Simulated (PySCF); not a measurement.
Input file for PySCF: R-HF/3-21G on CdTe, 2S+1 = 1, a spin state set in the input, which need not be the lowest, a point of a bond scan (R = 2.367 Å).

```python
from pyscf import gto, scf, dft, mp
from pyscf.data.elements import chemcore

mol = gto.M(
    atom='''
    Cd    0.00000000    0.00000000    0.00000000
    Te    0.00000000    0.00000000    2.36659300
    ''',
    basis='3-21g',
    charge=0, spin=0, verbose=3, max_memory=1800)
mf = scf.RHF(mol)
mf.conv_tol = 1e-8
mf.max_cycle = 100
mf.kernel()
if not mf.converged:
    mf = mf.newton().run(mf.mo_coeff, mf.mo_occ)
```

Program output:

```
converged SCF energy = -12022.5094101606
```

The run converged.

Cost: about 0.9 core-seconds (a rough figure).
